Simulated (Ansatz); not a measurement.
Geometry optimisation, RKS B3LYP/cc-pVDZ in Ansatz 0.2.0.

Input file:

```yaml
crystal:
  periodic: [false, false, false]
  atoms:
    - { symbol: B, position_ang: [-0.013357, -0.645521, -0.559062] }
    - { symbol: C, position_ang: [-0.032138, -0.275102, 2.238318] }
    - { symbol: H, position_ang: [-0.884301, -0.386094, 2.928321] }
    - { symbol: H, position_ang: [0.878702, -0.094659, 2.827919] }
    - { symbol: H, position_ang: [-0.216341, 0.59111, 1.59279] }
    - { symbol: C, position_ang: [1.414365, 0.001008, -0.741337] }
    - { symbol: H, position_ang: [2.237745, -0.674744, -0.464034] }
    - { symbol: H, position_ang: [1.521066, 0.22226, -1.819476] }
    - { symbol: H, position_ang: [1.545607, 0.962736, -0.221963] }
    - { symbol: C, position_ang: [-1.382331, 0.121617, -0.784691] }
    - { symbol: H, position_ang: [-2.225681, -0.309401, -0.217401] }
    - { symbol: H, position_ang: [-1.33683, 1.200166, -0.564426] }
    - { symbol: H, position_ang: [-1.647118, 0.033612, -1.856938] }
    - { symbol: O, position_ang: [-0.021748, -2.028622, -0.401419] }
    - { symbol: H, position_ang: [-0.912332, -2.385474, -0.29142] }
    - { symbol: H, position_ang: [0.083792, -1.199391, 1.650019] }
basis:
  gaussian: { orbitals: cc-pVDZ }
hamiltonian:
  xc: b3lyp
relax:
  f_tol: 0.03
  max_steps: 50
```

Launched with:

```bash
$ ansatz run input.yaml --threads 4 --pin off --max-ram 5120MiB --backend cpu --events-out ev --progress --plain --runs-dir out
```

Task: Where does it end, and by what steps?

Result: It converged. The force dipped under the threshold on the way, but the program's further checks kept it going. After 46 steps the energy has fallen by 0.301 eV; H5 moved furthest, 2.79 Å.

| step | energy less start (eV) | largest force component (eV/Å) | accepted |
| --- | --- | --- | --- |
| 0 | 0.0000 | 0.670 | yes |
| 2 | -0.2206 | 0.289 | yes |
| 4 | -0.2412 | 0.067 | yes |
| 6 | -0.2499 | 0.093 | yes |
| 8 | -0.2550 | 0.384 | no |
| 10 | -0.2655 | 0.234 | yes |
| 12 | -0.2731 | 0.175 | yes |
| 14 | -0.2777 | 0.063 | yes |
| 16 | -0.2813 | 0.125 | yes |
| 18 | -0.2849 | 0.078 | yes |
| 20 | -0.2870 | 0.068 | yes |
| 22 | -0.2892 | 0.073 | yes |
| 24 | -0.2901 | 0.106 | yes |
| 26 | -0.2914 | 0.073 | yes |
| 28 | -0.2923 | 0.116 | yes |
| 30 | -0.2935 | 0.060 | yes |
| 32 | -0.2945 | 0.031 | yes |
| 34 | -0.2958 | 0.072 | yes |
| 36 | -0.2931 | 0.254 | no |
| 38 | -0.2981 | 0.136 | yes |
| 40 | -0.2994 | 0.071 | yes |
| 42 | -0.3002 | 0.031 | yes |
| 44 | -0.3007 | 0.031 | yes |
| 46 | -0.3010 | 0.017 | yes |

```xyz
16
Properties=species:S:1:pos:R:3
B -0.182 -0.163 -1.072
C 0.158 -0.785 3.871
H -0.553 -1.556 4.202
H 1.176 -1.080 4.168
H -0.096 0.174 4.349
C 1.333 0.034 -1.463
H 2.028 -0.250 -0.657
H 1.600 -0.527 -2.377
H 1.516 1.099 -1.704
C -1.348 -0.063 -2.139
H -2.366 -0.083 -1.713
H -1.254 0.854 -2.749
H -1.271 -0.904 -2.854
O -0.448 -0.425 0.248
H -1.396 -0.513 0.426
H 0.112 -0.678 2.777
```

Whether the end is a true minimum wasn't checked by a vibrational analysis.

Run time: 74 s on 4 threads of Arm Neoverse V2 (shared host), peak memory 0.29 GiB.
